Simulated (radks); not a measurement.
The xenon ion Xe2+ inside a hard spherical wall (all orbitals vanish at R), configuration held at [Kr] 4d10 5s2 5p4 and not refilled when levels cross. Calculated with a radial shooting solver on a logarithmic mesh with Libxc functionals: scalar-relativistic Kohn-Sham, r2SCAN, spin-polarised, spherical densities, finite nucleus; open shells are filled with parallel spins first (spin-orbit coupling, left out, can overturn this in heavy ions); meta-GGA in the generalised Kohn-Sham scheme; Fermi nuclear charge, rms radius 4.7859 fm. Eigenvalues in eV for spin up, with the zero of energy where the potential of the charges vanishes at infinity; a dash marks a level that is unbound or too diffuse for the functional's potential to be trusted. A positive occupied level is held by the wall or, in an anion where self-interaction has pushed it up, behind a barrier. The pressure on the wall is -dE/dV.

R (bohr),E (hartree),kinetic (hartree),e(4p),e(4d),e(5s),e(5p),"e(5d, empty)","e(6s, empty)",pressure (GPa)
free,-7446.78315,7831.087,-166.13,-82.051,-40.905,-27.850,-11.430,-,0
20,-7446.78315,7831.087,-166.13,-82.051,-40.905,-27.850,-11.430,-,< 0.0001
12,-7446.78315,7831.087,-166.13,-82.051,-40.905,-27.850,-11.430,-10.239,< 0.0001
10,-7446.78315,7831.087,-166.13,-82.051,-40.905,-27.850,-11.429,-10.216,< 0.0001
8,-7446.78314,7831.087,-166.12,-82.050,-40.904,-27.849,-11.403,-10.000,0.00118
7,-7446.78300,7831.089,-166.12,-82.043,-40.899,-27.844,-11.329,-9.550,0.0174
3.5,-7446.34549,7833.939,-161.01,-77.116,-36.847,-22.617,-0.553,21.206,180
3,-7445.51152,7838.059,-155.81,-72.158,-31.522,-15.635,10.728,49.167,714
2.5,-7442.99739,7848.722,-145.90,-62.722,-17.979,1.519,35.553,107.31,3200
1.5,-7398.28619,8003.948,-68.829,18.683,168.76,211.55,275.77,615.65,152000
